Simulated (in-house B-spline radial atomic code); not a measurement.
Configurations of the barium ion Ba³⁺, with energies counted from [Kr] 4d10 5s2 5p5. Level of theory: scalar-relativistic (X2C) wB97X, spin-polarised, spherical fractional occupations, exact exchange averaged over the configuration, Fermi nucleus of rms radius 4.8378 fm; calculated with a radial B-spline atomic code at the basis-set limit. Shells without spins written out take the highest spin.

Occupations are held fixed; configurations that lie above the ionisation limit could autoionise.

```csv
configuration,E - E(ref) (eV),highest orbital,its <r> (bohr)
[Kr] 4d10 5s2 5p4 6p1,27.351,6p up,4.003
[Kr] 4d10 5s1 5p5 5f1,50.744,5f up,4.587
[Ar] 3d9 4s2 4p6 4d10 5s2 5p5 6d1,803.9,6d up,5.125
[Ar] 3d9 4s2 4p6 4d10 5s2 5p5 5f1,804.89,5f up,4.376
```

Order these further configurations by energy, lowest first.
A. [Kr] 4d10 4f1 5s2 5p4
B. [Kr] 4d10 5s2 5p4 5d1
C. [Kr] 4d9 5s2 5p5 6f1
D. [Kr] 4d10 5s1 5p5 5d1
E. [Kr] 4d9 4f1 5s2 5p5

B (18.797 eV), A (19.6 eV), D (35.181 eV), E (92.97 eV), C (117.11 eV).
